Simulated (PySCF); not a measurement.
PySCF 2.14 output of an unrestricted revPBE calculation on a single atom or ion in aug-cc-pwCVTZ-DK3 with one added diffuse shell each of s, p, d, f type (11s10p8d5f1g, 125 functions), with scalar relativity by spin-free X2C-1e:

```
SCF conv_tol = 1e-09
number electrons alpha = 24  beta = 23
    Y. Zhang and W. Yang.,  Phys. Rev. Lett. 80, 890 (1998)
    J. P. Perdew, K. Burke, and M. Ernzerhof.,  Phys. Rev. Lett. 77, 3865 (1996)
    J. P. Perdew, K. Burke, and M. Ernzerhof.,  Phys. Rev. Lett. 78, 1396 (1997)
cycle= 1 E= -5879.68757337005  delta_E= -0.0164  |g|= 0.0637  |ddm|= 0.737
cycle= 2 E= -5879.68757895749  delta_E= -5.59e-06  |g|= 0.0455  |ddm|= 0.08
cycle= 3 E= -5879.68778120632  delta_E= -0.000202  |g|= 0.0117  |ddm|= 0.0353
cycle= 4 E= -5879.68780065998  delta_E= -1.95e-05  |g|= 0.000358  |ddm|= 0.00861
cycle= 5 E= -5879.68780068526  delta_E= -2.53e-08  |g|= 2.36e-05  |ddm|= 0.000337
cycle= 6 E= -5879.68780068537  delta_E= -1.09e-10  |g|= 5.07e-07  |ddm|= 3.88e-05
converged SCF energy = -5879.68780068537  <S^2> = 0.75058464  2S+1 = 2.0005846
```

The run itself started from symmetry-adapted Hartree-Fock orbitals and held the occupation by maximum overlap, on a logarithmic radial grid, so the iterations belong to that start.

Which element, charge and spin multiplicity is this?

In²⁺ (indium, charge +2), multiplicity 2; the state was [Kr] 4d10 5s1, 2S determinant.
